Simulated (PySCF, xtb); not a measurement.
C3H7NSi, SMILES N#CCC[SiH3].

GFN2-xTB (xtb) at its own geometry gives an orbital gap of 5.55 eV and a dipole moment of 3.65 D.

Geometry optimised at TPSSh-D3(BJ)/def2-SVP. The values are those of a single conformer.

**Question.** What does HF/def2-TZVP in PySCF give? (The exact figures need the calculation; the answer reports its results.)

**Answer.** gap 14.96 eV (levels -12.12 and 2.84 eV), dipole 4.29 D.
